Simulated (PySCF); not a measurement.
Compound: C₅H₉FOSi.
SMILES with atom numbers: `[CH3:1][O:2][Si@@H:3]1[CH2:4][CH:5]=[C:6]([F:7])[CH2:8]1`

NICS is the negative of the GIAO shielding at a point without a nucleus: at the ring centre (0) and 1 Å above and below it (1); zz is the component along the ring normal. Level: GIAO PBE0/pcSseg-1 (PySCF, non-relativistic, gas phase) on the GFN2-xTB geometry, one conformer.

Ring bond lengths (Å), with Mayer bond orders in brackets: Si3–C4 1.913 (0.86), C4–C5 1.499 (1.03), C5–C6 1.321 (1.85), C6–C8 1.488 (1.07), C8–Si3 1.895 (0.87).

Q: Give the NICS values of each ring in ppm.

A: 
| ring | type | NICS(0) | NICS(1), two faces | NICS(1)zz, two faces | rms pucker (Å) | centre to ring atoms, mean (Å) |
| --- | --- | --- | --- | --- | --- | --- |
| Si3–C4–C5–C6–C8 | 5-membered ring with Si; formal bonds 1 double, 4 single | -3.7 | -1.9 / -3.3 | 1.4 / -1.4 | 0.03 | 1.37 |

Q: What can be read from them?

A: 
- Si3–C4–C5–C6–C8: mean NICS(1)zz 0.0 ppm, near zero. Si3, C4, C8 have four or more neighbours, so the value isn't read as a sign of a π ring current.

Q: List the ring angles and the Hirshfeld charges of the ring atoms.

A: 
- Si3–C4–C5–C6–C8: Si3 94.6° (+0.436 e), C4 103.5° (-0.169 e), C5 117.3° (-0.084 e), C6 122.1° (+0.078 e), C8 102.2° (-0.175 e); sum 539.7° against 540° for a flat convex ring.

Q: What are the shieldings of the ring atoms and their hydrogens in the same run (means over atoms taken as equivalent)?

A: 
```csv
atoms,environment,σ isotropic (ppm)
Si3,oxygen-bound silicon,340.6
C4,sp3 carbon bound to silicon,169.8
C5,alkene CH carbon,77.4
C6,vinylic C–F carbon,14.9
C8,sp3 carbon bound to silicon,167.5
H on Si3,Si–H hydrogen,26.33
H on C4,methylene hydrogen,30.25
H on C4,methylene hydrogen,30.04
H on C5,vinylic hydrogen,26.39
H on C8,methylene hydrogen,29.88
H on C8,methylene hydrogen,30.01
```
